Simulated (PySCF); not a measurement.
**A small calculation by hand: chemical shift, span and skew from a shielding tensor**

C₂H₈O₂Si, SMILES C(O)[Si@H](C)O. Atoms are numbered in the order given.

```xyz
13

C      2.1539    -0.3073     0.2708
Si     0.4555     0.1998    -0.3282
O     -0.1916     1.4735     0.5652
C     -0.8521    -1.1263    -0.0364
O     -2.1432    -0.5559    -0.1928
H      2.8929     0.4983     0.1328
H      2.5120    -1.1876    -0.2891
H      2.1289    -0.5689     1.3409
H      0.5205     0.6033    -1.7670
H      0.0374     2.3703     0.3047
H     -0.7184    -1.5862     0.9661
H     -0.7551    -1.9500    -0.7642
H     -2.1282     0.2847     0.2847
```
Charge 0, spin multiplicity 1.

Geometry optimised at ωB97X-D3(BJ)/def2-SVP. The structure was generated by enumeration; whether it is a known compound was not checked. Other conformers were not sampled.

GIAO shieldings from B3LYP/pcSseg-1 in PySCF, non-relativistic, no solvent. The symmetric part of the tensor of C4 has the principal values 94.2, 105.2, 173.5 ppm. The same nucleus in TMS has σ = 181.3 ppm at this level (PySCF, at its B3LYP-D3(BJ)/def2-TZVP geometry).

Problem. Work out the isotropic shielding, the ¹³C shift against TMS, the span and the skew.

Solution. 
σ(iso) = (σ11 + σ22 + σ33)/3 = 124.3 ppm. δ = σ(ref) − σ(iso) = 181.3 − (124.3) = 57.0 ppm.
Span Ω = σ33 − σ11 = 79.3 ppm. Skew κ = 3(σ(iso) − σ22)/Ω = 0.72. Tumbling in solution averages the tensor to δ; in a static solid the shielding alone would spread this spin-1/2 line over Ω.
